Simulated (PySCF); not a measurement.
**Löwdin shares of the frontier orbitals**

Species: Al2Br6.
Z-matrix (Å and degrees, PBE0-D3(BJ)/def2-SVP geometry), rows numbered from 1:
```
Br
Al  1  2.2395
Br  2  2.2405  1  121.40
Br  2  2.4392  1  109.35  3   129.93
Al  4  2.4372  2   87.35  1   110.79
Br  5  2.2395  4  109.23  2   112.07
Br  5  2.2409  4  109.98  2  -112.12
Br  2  2.4379  1  109.19  3  -130.04
```

Computed, not measured: TDDFT B3LYP/def2-SVPD, vertical, gas phase, core orbitals frozen in the response (PySCF). Relativistic effects, spin–orbit coupling among them, are left out although an element past zinc is present.

Frontier orbitals with the atoms that hold most of them (Löwdin shares over 4%, at most four atoms; ? is withheld):

| orbital | ε (eV) | atoms |
| --- | --- | --- |
| LUMO+2 | -1.06 | Al5 17%, Al2 17%, Br4 14%, Br8 14% |
| LUMO+1 | -1.77 | Al5 19%, Al2 18%, Br8 12%, Br4 12% |
| LUMO | -1.78 | Br8 23%, Br4 23%, Al2 13%, Al5 12% |
| HOMO | -8.39 | ? |
| HOMO-1 | -8.48 | Br6 25%, Br7 24%, Br1 24%, Br3 22% |
| HOMO-2 | -8.51 | Br1 24%, Br6 23%, Br7 18%, Br3 18% |
| HOMO-3 | -8.70 | Br7 25%, Br3 22%, Br1 20%, Br6 16% |

Task: Which atoms hold the HOMO, and with what shares?

Result: Br1 (bonded to Al) 24%; Br6 (bonded to Al) 22%; Br3 (bonded to Al) 22%; Br7 (bonded to Al) 20%.

Task: The HOMO–LUMO gap is 6.61 eV. Where does the response calculation put the lowest singlet, and from which orbitals?

Result: S1 is at 5.71 eV (f = 0.0000), 0.90 eV below the gap, made of HOMO→LUMO (76%), HOMO-1→LUMO+1 (23%). Without the coupling terms of the response equations the lowest excitation would equal the gap.

Next come S2 at 5.74 eV (f 0.0055), HOMO→LUMO+1 (62%), HOMO-1→LUMO (36%); S3 at 5.84 eV (f 0.0000), HOMO-2→LUMO (84%), HOMO-4→LUMO+1 (14%); S4 at 5.87 eV (f 0.0000), HOMO-2→LUMO+1 (79%), HOMO-4→LUMO (20%); S5 at 6.00 eV (f 0.0001), HOMO-1→LUMO (63%), HOMO→LUMO+1 (36%).

Orbitals of the list HOMO-3 to LUMO+2 that lie within 0.01 eV of each other are written together with a slash and their weights summed (≥ marks a lower bound); for degenerate orbitals outside that list single weights are arbitrary.

Löwdin shares depend on the basis, the more so with diffuse functions.

On one thread, Intel Xeon 6975P-C (x86_64) (shared host), this took 7.9 min and 1.6 GiB of memory at its peak.
